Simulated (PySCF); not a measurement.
Species: InEt2Me, C₅H₁₃In.
Bonds: In1–C2, In1–C9, In1–C16, C2–C3, C9–C10. Hydrogens: H4, H5 on C2; H6, H7, H8 on C3; H11, H12 on C9; H13, H14, H15 on C10; H17, H18, H19 on C16.

Level of theory: PySCF, PBE0-D3(BJ)/def2-SVP geometry optimisation, gas phase, def2 core potentials past Kr.

Q: Give the optimised bond lengths and angles.

A: 
```json
{"bond": "In1–C2, In1–C9", "length (bohr)": "4.143"}
{"bond": "In1–C16", "length (bohr)": "4.117"}
{"bond": "C2–C3, C9–C10", "length (bohr)": "2.886"}
{"bond": "C2–H4 and 3 like bonds", "length (bohr)": "2.083"}
{"bond": "C3–H6 and 5 like bonds", "length (bohr)": "2.085"}
{"bond": "C16–H17, C16–H18, C16–H19", "length (bohr)": "2.080"}
```

Bonds in one row agree within 0.02 bohr and their mean is given. A selection of angles:
```json
{"angle": "C2–In1–C9", "degrees": "120.6"}
{"angle": "C2–In1–C16", "degrees": "120.3"}
{"angle": "In1–C2–C3", "degrees": "113.1"}
{"angle": "In1–C2–H4", "degrees": "107.8"}
{"angle": "C3–C2–H4", "degrees": "110.2"}
{"angle": "H4–C2–H5", "degrees": "106.7"}
{"angle": "C2–C3–H6", "degrees": "112.1"}
{"angle": "H6–C3–H7", "degrees": "106.5"}
{"angle": "H7–C3–H8", "degrees": "106.9"}
{"angle": "In1–C9–H11", "degrees": "108.6"}
{"angle": "In1–C16–H17", "degrees": "109.3"}
{"angle": "In1–C16–H18", "degrees": "111.3"}
{"angle": "H17–C16–H18", "degrees": "107.9"}
{"angle": "H18–C16–H19", "degrees": "109.1"}
```

Dihedral angles: C9–In1–C2–C3 88° (synclinal); C2–In1–C9–C10 97° (anticlinal). The mirror-image conformer, all signs reversed, is as good.

In1 (indium bonded to 3 C) is planar (angles 120.6°, 120.3° and 119.1°, sum 360.0°, 0.01 Å off the plane of its three neighbours).

No PBE0-D3(BJ)/def2-SVP frequencies stand behind this structure, so it isn't proved a minimum. One conformer, not necessarily the lowest.
